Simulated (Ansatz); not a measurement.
Species: GaHBr2, charge 0, singlet. GaHBr2 (SMILES [GaH]([Br])[Br]).
B3LYP-D3(BJ)/def2-TZVP minimum from Ansatz (a quantum-chemistry and plane-wave program):
```xyz
4

Ga    -0.6298    -0.3549    -0.3825
H     -1.8232    -1.0274    -1.1073
Br    -0.1502     1.8711    -0.6420
Br     0.7601    -1.5274     1.0124
```

Hartree-Fock and MP2 correlation energies in hartree (Ansatz). Radicals and triplets start from unrestricted determinants; spin-orbit coupling is neglected. Correlated methods leave the cores frozen (noble-gas shells, and filled d and f shells in the p block). No relativity. Spin-orbit terms, left out, reach several kcal/mol for Br and I, and more for heavier atoms.

| basis | X | E(HF) | E(corr, MP2) |
|---|---|---|---|
| cc-pVTZ | 3 | -7068.91812 | -0.38723 |
| cc-pVQZ | 4 | -7068.92735 | -0.42906 |
| cc-pV5Z | 5 | -7068.92822 | withheld |

Question: Fit E(corr) = E∞ + A/X³ to X = 3 and 4, predict X = 5, and compare with the run.

Answer: A = (-0.38723 - (-0.42906))/(1/27 - 1/64) = 1.9536; E∞ = -0.42906 - A/64 = -0.45958; at X = 5, E∞ + A/125 = -0.44396. The run gave -0.44781, 3.85 mEh below the prediction. The same form on X = 4 and 5 gives E∞ = -0.46748, 7.90 mEh below the first estimate.
